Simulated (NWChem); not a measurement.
## Correlation energy of 1,1-difluoroethane (C2H4F2)

```
C
F 1 1.3712
F 1 1.3712 2 107.69
H 1 1.1161 2 107.65 3 -115.82
C 1 1.5100 4 113.40 2 122.08
H 5 1.1068 1 110.34 4 -60.20
H 5 1.1068 6 108.91 1 -121.25
H 5 1.1075 6 109.03 7 -118.87
```
Charge 0, spin multiplicity 1.

Program: NWChem. The geometry was optimised at PBE/def2-SVP, a minimum by its harmonic frequencies.

Basis set: def2-SVP. Each correlation energy counts from its own Hartree-Fock reference.

The correlated methods keep 4 core orbitals frozen. No row is a measurement; the coupled-cluster row has its own basis-set and correlation limits.

Task: For the correlation energy, CR-CCSD[T] gives -693.5 mHa and MP2 gives -650.0 mHa. What do SCS-MP2, CCSD+T(CCSD), CCSD(T) give?

Result: SCS-MP2: -637.0 mHa; CCSD+T(CCSD): -697.1 mHa; CCSD(T): -695.8 mHa.
